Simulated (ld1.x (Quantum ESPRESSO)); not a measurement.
Transferability test, TM potential for neon

ld1.x (Quantum ESPRESSO) 7.5 input, shortened:

```
&input
   title='Ne', zed=10., rel=2, dft='PZ', iswitch=3,
   config='[Ne] 3d-2', rel_dist='average'
 /
 &inputp
   pseudotype=2, tm=.true., lloc=-1, rcloc=0.70,
   nlcc=.true.
 /
3
2S  1  0   2.00   0.00  0.50  0.50  0.0
2P  2  1   6.00   0.00  1.10  1.10  0.0
3D  3  2  -2.00   0.45  1.15  1.15  0.0
 &test
   configts(1)='2s2 2p6'
 /
```

Open shells are filled in proportion to 2j + 1 (rel_dist='average').

Energies are relative to the spin-unpolarised reference configuration 2s2 2p6; without spin polarisation the order of configurations can differ from experiment.

(1) Give the all-electron excitation energy and the error of the potential for: 2s2 2p5; 2s2 2p4; 2s2 2p3; 2s1 2p6; 2s2 2p2; 2s2 2p5.5.

Results:

(1)

```json
{"valence configuration": "2s2 2p5", "charge": "+1", "ΔE all-electron (eV)": "22.653", "error AE − PS (meV)": "+6.4"}
{"valence configuration": "2s2 2p4", "charge": "+2", "ΔE all-electron (eV)": "66.055", "error AE − PS (meV)": "+76"}
{"valence configuration": "2s2 2p3", "charge": "+3", "ΔE all-electron (eV)": "133.579", "error AE − PS (meV)": "+354"}
{"valence configuration": "2s1 2p6", "charge": "+1", "ΔE all-electron (eV)": "45.561", "error AE − PS (meV)": "-9.7"}
{"valence configuration": "2s2 2p2", "charge": "+4", "ΔE all-electron (eV)": "228.268", "error AE − PS (meV)": "+1109"}
{"valence configuration": "2s2 2p5.5", "charge": "+0.5", "ΔE all-electron (eV)": "8.962", "error AE − PS (meV)": "+0.6"}
```
